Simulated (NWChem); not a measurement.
Ionisation of AgI

```xyz
2

Ag     0.0000     0.0000    -1.3700
I      0.0000     0.0000     1.2149
```
Charge 0, spin multiplicity 1.

The numbers come from NWChem runs, not from measurements. Structure: optimised with PBE/def2-SVP with def2 effective core potentials on Ag, I, a minimum by its harmonic frequencies.

Basis set: def2-TZVP. −ε marks an orbital energy of the parent.

Effective core potentials replace the inner electrons of Ag, I; spin-orbit coupling is left out. B3LYP has NWChem's definition, with VWN1-RPA local correlation. The structure started from a generated list of species.

**Question.** One of these methods gave a first vertical ionisation energy of 8.86 eV. Which?
(A) −ε(HOMO) of M06-2X
(B) −ε(HOMO) of HF
(C) −ε(HOMO) of TPSS
(D) −ε(HOMO) of B3LYP

**Answer.** B, −ε(HOMO) of HF. The others give 5.84 (−ε(HOMO) of TPSS), 6.62 (−ε(HOMO) of B3LYP), 7.81 (−ε(HOMO) of M06-2X).
